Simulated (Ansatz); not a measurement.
```yaml
crystal:
  periodic: [false, false, false]
  atoms:
    - {symbol: F, position_ang: [-0.573774, -0.380919, 1.755249]}
    - {symbol: W, position_ang: [0.053658, -0.066770, 0.052383]}
    - {symbol: F, position_ang: [1.651575, -0.911510, -0.301441]}
    - {symbol: S, position_ang: [-1.390116, -0.727415, -1.339409]}
    - {symbol: S, position_ang: [0.308657, 2.012915, -0.208181]}
basis:
  gaussian: {orbitals: def2-mTZVP, final_grid: {core_spheres: 1, valence_spheres: 1, degree: 5}}
hamiltonian: {xc: {name: PBE}}
scf: {lower_state_search: off}
output: {forces: true}
```

```sh
$ ansatz run in.yaml --threads 4 --pin off --events-out ev --progress --plain --max-ram 10444MiB
```

Output, abridged:

```
Functional definition: PBE
1080 factors; their error is unknown
mean field evaluation 1: about -28920.4423 eV, gradient 5.5e1 eV
mean field evaluation 2: about -28864.5047 eV, gradient 1.9e2 eV
mean field evaluation 4: about -28923.0043 eV, gradient 3.1e1 eV
mean field evaluation 8: about -28925.3976 eV, gradient 2.8e-1 eV
mean field evaluation 16: about -28921.3980 eV, gradient 1.2e-1 eV
mean field -28921.39801344 eV, -1062.8417733663 hartree, gradient 6.5e-6 eV, S^2 0.000000; 0 other end points of the search recorded, 0 dependent functions left out
reference -28921.39809914 eV, -1062.8417765157 hartree; 32, 32 occupied and 86, 86 virtual orbitals, 1080 factors
Total energy: -28921.39809914 eV, -1062.8417765157 hartree
Atom 0 at    -0.573774    -0.380919     1.755249 Å, force    10.159768     0.072387   -15.419439 eV/Å
Atom 1 at     0.053658    -0.066770     0.052383 Å, force     1.058002    -1.279883     1.475623 eV/Å
Atom 2 at     1.651575    -0.911510    -0.301441 Å, force   -15.368504     6.159929     8.175109 eV/Å
Atom 3 at    -1.390116    -0.727415    -1.339409 Å, force     3.773206     0.265882     4.014797 eV/Å
Atom 4 at     0.308657     2.012915    -0.208181 Å, force     0.377528    -5.218315     1.753911 eV/Å
Dipole moment:    -0.019298     0.023046    -0.026826 e Å
Checks for a lower state left out: stability, starts, cluster_reference, orbital_swaps, neighbouring_geometries, increment
```

Question: What is wrong with this run?

Answer: The integration grid is far too coarse. The calculation finished and met its thresholds. The result belongs to that input, not to the molecule as meant.
